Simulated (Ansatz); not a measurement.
Molecule: SnH, net charge 0, doublet state. 
Structure (B3LYP-D3(BJ)/def2-TZVP (Ansatz, a quantum-chemistry and plane-wave program) minimum search):
```xyz
2

Sn     0.0000     0.0000    -0.0350
H      0.0000     0.0000     1.7513
```
Charge 0, spin multiplicity 2.

Wanted: atomisation energy (electronic, to ground-state atoms), in kcal/mol. Correlated levels leave the core frozen unless marked. UHF or UKS for open shells. Spin-orbit coupling is left out. Frozen are the shells of the preceding noble gas and the d and f shells that filled before the atom's block. Past Kr the def2 sets carry scalar-relativistic core potentials. STO-3G rows are all-electron and non-relativistic. The coupled-cluster limit lacks core correlation, which all-electron functionals hold. CBS(X,Y): correlation extrapolated as X^-3; Hartree-Fock from the larger set.

| level | program | atomisation energy (kcal/mol) |
|---|---|---|
| HF/STO-3G | Ansatz | 69.1 |
| HF/def2-QZVPP | Ansatz | 40.3 |
| PBE-D4/def2-TZVPD | Ansatz + dftd4 | 61.4 |
| BLYP-D4/def2-TZVPD | Ansatz + dftd4 | 64.0 |
| revPBE/def2-TZVPD | Ansatz | 59.6 |
| BHLYP-D4/def2-TZVPD | Ansatz + dftd4 | 62.1 |
| PBE-QIDH/def2-TZVPD | Ansatz | 58.0 |

Task: Estimate the value at CCSD(T)/CBS(def2-TZVPPD,def2-QZVPPD) as computed with Ansatz.

Result: 61.6 kcal/mol
